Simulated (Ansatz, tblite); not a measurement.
Cost and result up the ladder for In(H2O)H3 (InOH5) (7 atoms). The state is a singlet with charge 0. Geometry: PBE-D4/def2-TZVP.

```xyz
7

In    0.0904   -0.5374    0.9588
O     0.1191    0.4238   -1.3254
H     0.3833    1.3561   -1.2288
H    -0.8070    0.4466   -1.6258
H     1.1747   -1.8708    0.7245
H    -1.6371   -0.7834    0.8653
H     0.6765    0.9650    1.6312
```

Ansatz on 4 threads of Arm Neoverse V1 on a shared host; xTB runs through tblite on one thread. Times are rough, summed over both states, and most runs start from the orbitals of an earlier one. CCSD(T)/def2-TZVPP serves as the yardstick here, not as an exact answer. The other state is a doublet.

In the def2 sets In takes a core potential; there is no spin–orbit coupling. The xTB rows come from tblite. Correlated methods freeze 5 core orbitals; core or outer-core shells of In are correlated, in sets that lack core-valence functions.

Run but left out: PBE-D4/def2-TZVP (charge +1 doublet: an occupied level 0.10 eV above an empty one).

Correlated methods converge slowly with the basis.

Raw xTB energies of ions are shifted by several eV.

| level | functions | vertical IE (eV) | difference from CCSD(T)/def2-TZVPP (eV) |
| --- | --- | --- | --- |
| GFN1-xTB | 23 | 14.10 | 4.06 |
| GFN2-xTB | 18 | 13.93 | 3.89 |
| CCSD(T)/def2-TZVPP | 151 | 10.04 | 0.00 |
| r2SCAN-D4/def2-TZVP | 111 | 9.72 | -0.31 |
| PBE0-D4/def2-TZVP | 111 | 9.85 | -0.19 |

(1) Estimate how long each takes.

Answers

(1) GFN2-xTB 0.005 s; GFN1-xTB 0.007 s; PBE0-D4/def2-TZVP 5.4 s; r2SCAN-D4/def2-TZVP 6.3 s; CCSD(T)/def2-TZVPP 87 s. On shared hardware such times vary by a factor of up to 3.
